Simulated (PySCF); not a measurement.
SrOH, optimised at GFN2-xTB:

```xyz
3

Sr     0.8697     0.6265    -1.1967
O     -0.1765    -0.1271     0.2428
H     -0.6932    -0.4993     0.9538
```

Energies from PySCF (xtb for GFN2), thermal terms from the rigid-rotor harmonic-oscillator model, ideal gas at 1 bar. Open shells (unrestricted): SrOH (multiplicity 2). GFN2 has no spin-polarisation term. Sr: scalar-relativistic def2 core potential, no spin-orbit coupling.

**Question.** List the harmonic frequencies (cm⁻¹, unscaled) at this level and at the other levels, each on its own geometry.

**Answer.** 
- GFN2-xTB: 198, 198, 519, 3700
- PBE/def2-SVP: 335, 336, 556, 3821
- PBE0/def2-TZVP: 371, 372, 541, 3978
